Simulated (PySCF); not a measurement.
**Exact mass, isotope pattern and composition**

Species: InMe2Br, `[CH3][In]([CH3])[Br]`.

Calculated for natural abundance.

Q: Molar mass and exact mass?

A: For C2H6BrIn, with standard atomic weights, 1 × 114.818 + 2 × 12.011 + 6 × 1.008 + 1 × 79.904 = 224.792 g/mol. From the most abundant isotopes (115In, 12C, 1H, 79Br), 1 × 114.903878 + 2 × 12.000000 + 6 × 1.007825 + 1 × 78.918337 = 223.8692 u.

Q: Work out the cluster of the molecular ion M+•, one line a nominal mass.

A: 
```csv
nominal mass,m/z (centroid),relative intensity
222,221.8688,4.3
224,223.8685,100.0
225,224.8720,2.2
226,225.8666,93.2
227,226.8700,2.1
```

Lines under 0.1 % of the tallest are left out. One electron mass, 0.00055 u, is taken off. Abundances used (%; other tables differ somewhat): 113In 4.29, 115In 95.71; 12C 98.93, 13C 1.07; 1H 99.9885, 2H 0.0115; 79Br 50.69, 81Br 49.31.

Q: What is the composition by mass?

A: In 51.08 %, C 10.69 %, H 2.69 %, Br 35.55 %.

Q: What share of all molecules is the monoisotopic species?

A: 0.9571 × 0.9893^2 × 0.999885^6 × 0.5069 = 47.45 %.

Q: What resolving power m/Δm just matches the spacing of the species with one 13C and with one 2H?

A: They lie 0.00292 u apart at mass 224.87, so m/Δm is about 77000.

Q: Which m/z would the protonated, sodiated and deprotonated molecule have?

A: [M+H]+ 224.8764, [M+Na]+ 246.8584, [M−H]− 222.8619, for the monoisotopic species (arithmetic only; whether such ions form is another matter).
